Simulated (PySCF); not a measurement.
Several orderings of computed values.

Each SMILES stands for a single optimised conformer of the isolated species, non-relativistic unless stated; the electronic structure was computed with PySCF and density fitting.

The conformers computed, where there is a choice (atom-mapped SMILES and torsion angles):
- `[CH3:1][NH:2][CH2:3][Si@@H:4]([SiH3:5])[SiH2:6][CH3:7]`: C1–N2–C3–Si4 177°, N2–C3–Si4–Si5 -166°, C3–Si4–Si6–C7 -58°
- `[N:1]#[C:2][SiH2:3][SiH2:4][SiH3:5]`: C2–Si3–Si4–Si5 -55°
- `[CH:1]#[C:2][CH2:3][c:4]1[cH:5][cH:6][n:7][cH:8][cH:9]1`: C2–C3–C4–C5 91°
- `[N:1]#[C:2][CH2:3][c:4]1[cH:5][cH:6][cH:7][cH:8][cH:9]1`: C2–C3–C4–C5 -89°
- `[O:1]=[C:2]([O-:3])[C@H:4]([F:5])[CH2:6][O:7][C:8]([F:9])([F:10])[F:11]`: O1–C2–C4–F5 158°, C2–C4–C6–O7 -150°, C4–C6–O7–C8 -74°, C6–O7–C8–F9 -170°
- `[CH3:1][O:2][Si@@H:3]([CH2:4][C:5]#[N:6])[SiH2:7][NH2:8]`: C1–O2–Si3–C4 -179°, O2–Si3–C4–C5 169°, O2–Si3–Si7–N8 -168°, H–N8–Si7–Si3 56°, H–N8–Si7–Si3 -79°

The conformers of `C[C@]1(/C=C\F)CN[SiH2]N1` aren't listed.

**Question.** Rank by dipole moment, lowest first (PBE0/pcSseg-1 at GFN2-xTB geometries).
A. `N#C[SiH2][SiH2][SiH3]`
B. `C#C[C@H]1CC(=C\F)/C1=C/F`
C. `CNC[Si@@H]([SiH3])[SiH2]C`
D. `C#Cc1ccc(C)nc1`

**Answer.** B (0.70 D), C (1.70 D), D (1.85 D), A (3.82 D).

**Question.** Give the two extremes of that set in atomic units.

**Answer.** `C#C[C@H]1CC(=C\F)/C1=C/F`: 0.28 au; `N#C[SiH2][SiH2][SiH3]`: 1.50 au.

**Question.** Rank by HOMO energy, lowest first (PBE0/pcSseg-1 at GFN2-xTB geometries).
A. `c1c(CC#C)ccnc1`
B. `c1ccn2cccc2c1`
C. `C([N+]#[C-])(C)(C)C`
D. `c1cc(ccc1)CC#N`
E. `N#C[SiH2][SiH2][SiH3]`

**Answer.** E (-8.89 eV), C (-8.41 eV), D (-7.64 eV), A (-7.39 eV), B (-5.51 eV).

**Question.** By how much do the two ends of that ranking differ?

**Answer.** By 3.38 eV, between `c1ccn2cccc2c1` and `N#C[SiH2][SiH2][SiH3]`.

**Question.** Rank by smallest rotational constant, lowest first (GFN2-xTB).
A. `O=C([O-])[C@H](F)COC(F)(F)F`
B. `c1nc(C)ccc1C#C`
C. `CO[Si@@H](CC#N)[SiH2]N`
D. `[C-]#[N+]C(C)(C)C`
E. `c1ccn2cccc2c1`
F. `C#CCc1ccncc1`

**Answer.** A (0.509 GHz), C (0.687 GHz), B (0.867 GHz), F (0.986 GHz), E (1.199 GHz), D (2.987 GHz).

**Question.** Rank by HOMO–LUMO gap, highest first (PBE0/pcSseg-1 at GFN2-xTB geometries).
A. `C[C@]1(/C=C\F)CN[SiH2]N1`
B. `[C-]#[N+]C(C)(C)C`
C. `C#Cc1ccc(C)nc1`
D. `C#C[C@H]1CC(=C\F)/C1=C/F`
E. `N#C[SiH2][SiH2][SiH3]`
F. `c1ccn2cccc2c1`
G. `C#CCc1ccncc1`
H. `Cc1ccc(C#N)cc1`

**Answer.** B (9.52 eV), E (7.84 eV), A (7.01 eV), G (6.54 eV), H (6.09 eV), C (5.81 eV), D (5.47 eV), F (4.77 eV).
